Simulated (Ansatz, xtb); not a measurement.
## Relaxing a trial structure of CH3F2Si

The starting geometry of this gas-phase doublet has its atoms placed at random.

```yaml
atoms:
  - { symbol: C, position_ang: [-0.5008, -1.6626, -1.3802] }
  - { symbol: F, position_ang: [1.3358, -0.6871, -1.1258] }
  - { symbol: F, position_ang: [-1.2937, -1.3496, 0.2228] }
  - { symbol: Si, position_ang: [-0.0325, -0.5211, 0.7503] }
  - { symbol: H, position_ang: [0.6356, -0.2603, 1.8714] }
  - { symbol: H, position_ang: [-1.1951, 0.6793, 1.7709] }
  - { symbol: H, position_ang: [-1.4099, -0.2248, -0.4817] }
```

Q: One run relaxed it with r2SCAN-D4/def2-SVP. What is a likely outcome?

A: It ends as `F[CH][SiH2]F`. Distances that change by over a tenth: Si4–H5 (1.33 → 1.49 Å). Contacts that close: C1–F2 (2.10 → 1.34 Å), C1–Si4 (2.46 → 1.85 Å), C1–H7 (1.92 → 1.10 Å), Si4–H6 (1.96 → 1.49 Å).

The energy falls by 13.75 eV over 21 steps:

```csv
step,E − E(last) (eV)
1,13.746
3,7.837
5,4.616
8,3.100
10,2.091
12,0.485
14,0.047
17,0.003
19,0.000
21,0.000
```

Final geometry (Å):

```xyz
7

C    -0.1557   -0.4000   -0.8246
F     0.8616   -1.0790   -1.3739
F    -1.3446   -1.9835    1.2756
Si   -0.5173   -0.6104    0.9798
H     0.7602   -0.7021    1.7332
H    -1.3683    0.5351    1.3967
H    -0.6965    0.2137   -1.5591
```

From the same start GFN2-xTB reaches the same bonding as this run.

From so rough a start the end depends on the optimiser's path, so another program may land elsewhere. The end wasn't checked by frequencies. Open shells are spin-unrestricted. Run with Ansatz 0.2.0, 2.5 min on 1 thread of Arm Neoverse V2 (shared host).
